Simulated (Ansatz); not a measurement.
A run for Ansatz (an electronic-structure program): U-B3LYP/cc-pV(T+d)Z on CH4OSi (SMILES CO[SiH]), a point of a bond scan (R = 1.549 Å). Files ending in .json are basis or fitting sets from the Basis Set Exchange.

Ansatz 0.2 input:
```yaml
crystal:
  periodic: [false, false, false]
  atoms:
    - {symbol: Si, position_ang: [-0.40795220, -0.67898645, 0.91806636]}
    - {symbol: H, position_ang: [-1.31023994, -1.18844128, -0.23386185]}
    - {symbol: O, position_ang: [0.45056196, 0.41925112, 0.04651040]}
    - {symbol: C, position_ang: [0.38283843, 0.78205128, -1.32615327]}
    - {symbol: H, position_ang: [0.15320104, 1.84590433, -1.40103075]}
    - {symbol: H, position_ang: [1.35331237, 0.59928607, -1.78972690]}
    - {symbol: H, position_ang: [-0.38646891, 0.20274464, -1.84347312]}
basis:
  gaussian:
    orbitals: cc-pV_T+d_Z.json
hamiltonian:
  xc: {name: B3LYP}
magnetization: {spin_polarized: true, initial_magnetization: 0}
```

It printed:

```
WARN ansatz: RAYON_NUM_THREADS=1 ignored (pool sized by the plan → 1); use --threads N
Functional definition: B3LYP
integrals: 0.06 GiB planned
888 factors; their error is unknown
mean field: 0.72 GiB planned
mean field evaluation 1: about -11022.5171 eV, gradient 3.9e1 eV
mean field evaluation 2: about -10996.7768 eV, gradient 8.6e1 eV
mean field evaluation 4: about -11028.2865 eV, gradient 5.1e0 eV
mean field evaluation 8: about -11028.3892 eV, gradient 2.9e-2 eV
mean field evaluation 16: about -11028.4248 eV, gradient 5.3e-5 eV
mean field -11028.42483017 eV, -405.2871371738 hartree, gradient 5.3e-5 eV, S^2 0.000000; 1 other end points of the search recorded, 0 dependent functions left out
reference -11028.42504839 eV, -405.2871451932 hartree; 16, 16 occupied and 139, 139 virtual orbitals, 888 factors
Total energy: -11028.42504839 eV, -405.2871451932 hartree
```

The calculation finished and met its thresholds.

Cost: very roughly 5 core-seconds.
